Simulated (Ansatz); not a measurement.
The same path of CH6OSn + H2 (11 atoms, charge 0, multiplicity 1) was run twice with different band settings. Lost on the way: Sn1–O2, H7–H8. Made: Sn1–H8, O2–H7.

Level of theory: UKS PBE/def2-SVP in Ansatz.

Relaxed end points:

```xyz
11
Properties=species:S:1:pos:R:3
Sn -0.988 1.535 0.080
O 0.284 -0.041 0.031
C -0.204 -1.309 -0.346
H -1.640 1.737 -1.513
H 0.034 2.828 0.571
H -2.234 1.175 1.230
H 2.494 -0.330 0.574
H 3.225 -0.525 0.734
H -1.003 -1.700 0.333
H -0.610 -1.339 -1.389
H 0.642 -2.031 -0.304
```

```xyz
11
Properties=species:S:1:pos:R:3
Sn -0.608 1.753 0.823
O 1.025 -0.492 -0.659
C 0.293 -1.687 -0.870
H -1.751 0.720 0.049
H 0.354 2.616 -0.313
H -1.494 2.902 1.776
H 1.577 -0.618 0.136
H 0.380 0.849 1.918
H -0.408 -1.930 -0.035
H -0.318 -1.541 -1.784
H 0.951 -2.572 -1.042
```

Common settings: climbing image yes; spring 5.0 eV/Å²; optimiser quadratic models (default); start path through a guess of the saddle point; force threshold 0.05 eV/Å; iteration limit 60; end points relaxed.

| run | movable images |
| --- | --- |
| 1 | 7 |
| 2 | 1 |

**Question.** What does each run give, and how far can it be trusted?

**Answer.** Run 1: converged after 25 iterations, highest image 1.038 eV above the first end. The profile has 3 maxima (images 2, 4, 6) with wells between them (images 3, 5): this band takes more than one step, which may be the mechanism or a detour left from its start path. Neighbouring images differ by up to 1.3 eV, so the band resolves the path poorly. A vibrational analysis at the climbing image gives one clearly imaginary mode, 1105i cm⁻¹: a first-order saddle point.
Run 2: converged after 46 iterations, highest image 0.052 eV above the first end. The order of the stationary point at the top wasn't checked. A band with more images between the same ends climbed to 1.04 eV, so this one has probably stepped over the top. So few images can step over the top or miss a turn of the path.
The orbitals were unrestricted but ended closed-shell.
